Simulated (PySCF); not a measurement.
fluoromethane (CH3F), singlet, geometry from GFN2-xTB. Base run: BLYP/cc-pVDZ (PySCF).

Input for PySCF:
```python
from pyscf import gto, scf, dft

mol = gto.Mole()
mol.atom = '''
    C    -0.61381076    0.09837073    0.07127920
    F     0.72439532   -0.11609326   -0.08412091
    H    -0.86205911   -0.06032531    1.12128664
    H    -0.82870216    1.12501025   -0.22731794
    H    -1.14593208   -0.61006993   -0.56455569
'''
mol.basis = 'cc-pvdz'
mol.verbose = 3
mol.build()

mf = dft.RKS(mol)
mf.xc = 'blyp'
mf.kernel()
```

The base run was repeated with changes; each row names its change, and settings that it needs were set with it.

```csv
change,ΔE vs base (µEh),fitting functions,dipole (D)
base,0.0,-,1.50
auxbasis = cc-pvdz-jkfit,-86.1,209,1.50
auxbasis = default (with mf = mf.density_fit()),-86.1,209,1.50
auxbasis = def2-tzvp-ri,-184,197,1.50
auxbasis = even-tempered beta=3.0,-381,212,1.50
auxbasis = def2-svp-ri,-6800,138,1.50
auxbasis = def2-universal-jfit,-148,131,1.50
auxbasis = def2-universal-jkfit,-56.2,206,1.50
auxbasis = cc-pvqz-jkfit,-29.5,365,1.50
auxbasis = autoaux,-41.1,297,1.50
```

A fitting set is made for a task (jfit for Coulomb, jkfit for Coulomb and exchange, ri for correlation) and for a family of orbital bases.
